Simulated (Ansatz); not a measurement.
Calculated with Ansatz (gas phase, PBE0-D4/def2-TZVP geometries, no zero-point term in ΔE). CBS: MP2 limit from def2 TZ/QZ plus the TZ coupled-cluster correction, frozen cores. Functionals use def2-TZVPP. B3LYP here is the variant with VWN-RPA as its local correlation; programs differ in this. Each species was taken in one conformer, which may not be the lowest.

Reaction (substitution at a C–O bond): `CO[SiH](Cl)OC` + `[OH][Al]([SH])[SH]` → `C[O][Al]([SH])[SH]` + `CO[SiH](O)Cl`

`CO[SiH](Cl)OC`:

```xyz
13

C    -1.023    2.436   -0.139
O    -0.984    1.038   -0.324
Si    0.288    0.089   -0.020
Cl    0.903    0.316    1.933
O    -0.224   -1.422   -0.278
C     0.535   -2.590   -0.052
H    -0.256    2.941   -0.736
H    -0.881    2.697    0.914
H    -2.003    2.789   -0.461
H     1.463    0.435   -0.850
H    -0.063   -3.445   -0.369
H     1.466   -2.581   -0.629
H     0.778   -2.702    1.009
```

`[OH][Al]([SH])[SH]`:

Z-matrix (Å, degrees):
```
Al
S 1 2.173
S 1 2.182 2 124.1
O 1 1.685 2 115.7 3 180.0
H 2 1.344 1 93.2 3 -0.0
H 3 1.343 1 93.9 2 -0.0
H 4 0.955 1 125.4 2 180.0
```

`C[O][Al]([SH])[SH]`:

```xyz
10

C     0.512    1.038    1.501
O    -0.076   -0.047    0.843
Al   -0.262   -0.533   -0.751
S     0.538    0.690   -2.365
S    -1.314   -2.390   -1.158
H    -0.239    1.563    2.100
H     1.298    0.685    2.176
H     0.959    1.760    0.807
H     0.100   -0.160   -3.309
H    -1.514   -2.604    0.155
```

`CO[SiH](O)Cl`:

Z-matrix (Å, degrees):
```
C
O 1 1.411
H 1 1.095 2 111.2
H 1 1.094 2 111.2 3 121.5
H 1 1.090 2 107.9 3 -119.1
Si 2 1.623 1 126.5 3 -65.0
Cl 6 2.059 2 108.1 1 -50.2
O 6 1.621 2 109.2 1 -171.5
H 6 1.472 2 113.4 1 69.1
H 8 0.959 6 118.6 2 55.2
```

```csv
level,ΔE (kJ/mol)
PBE0-D4,-3.1
ωB97M-V,-2.2
B2PLYP,-3.0
PBE,-3.8
B3LYP,-3.8
CCSD/def2-TZVPP,-2.2
HF/def2-QZVPP,-3.3
SCS-MP2/def2-QZVPP,-1.2
```

Question: What does CCSD(T)/CBS give? (An estimate is asked.)

Answer: The calculation gave: -0.9 kJ/mol. The listed levels differ from it by -2.2, -1.3, -2.1, -2.9, -2.9, -1.3, -2.4, -0.3 kJ/mol.

Largest T1 diagnostic among the species: 0.012.
